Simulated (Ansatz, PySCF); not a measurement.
Ge(Cl)2 anion (Cl2Ge), SMILES [Cl][Ge][Cl] (connectivity only; charge and spin as stated), charge -1, multiplicity 2. Atoms are numbered in the order given.

```xyz
3

Ge     0.0000     0.0000     0.7962
Cl     0.0000    -1.7915    -0.7388
Cl     0.0000     1.7915    -0.7388
```
Charge -1, spin multiplicity 2.

Geometry optimised at r2SCAN-D4/def2-SVPD. The multiplicity is an assumed one; other spin states were not compared. The isomer is the one that the SMILES or the coordinates give; other isomers of the formula were not compared.

Two levels are set side by side: PBE-D3(BJ)/def2-SVPD (Ansatz, an electronic-structure program) and r2SCAN-D4/def2-SVPD (Ansatz). Each level has its own optimised geometry; the coordinates shown are those of the second. Frequencies come from the Hessian of PySCF at each geometry. Differences are taken from unrounded values.

```csv
quantity,r2SCAN-D4
mean bond length (Å),2.359
bond Ge1–Cl2 (Å),2.359
bond Ge1–Cl3 (Å),2.359
highest harmonic wavenumber (cm⁻¹),303
mean harmonic wavenumber (cm⁻¹),230
zero-point energy (kcal/mol),0.99
```

### Question
What does PBE-D3(BJ) give, and how far is it from r2SCAN-D4? (An estimate is asked for; the answer gives what the named calculation found.)

### Answer

```
quantity                            PBE-D3(BJ)  PBE-D3(BJ) minus r2SCAN-D4
----------------------------------  ----------  --------------------------
mean bond length (Å)                     2.383                       0.024
bond Ge1–Cl2 (Å)                         2.383                       0.024
bond Ge1–Cl3 (Å)                         2.383                       0.024
highest harmonic wavenumber (cm⁻¹)         290                         -13
mean harmonic wavenumber (cm⁻¹)            218                         -12
zero-point energy (kcal/mol)              0.94                       -0.05
```
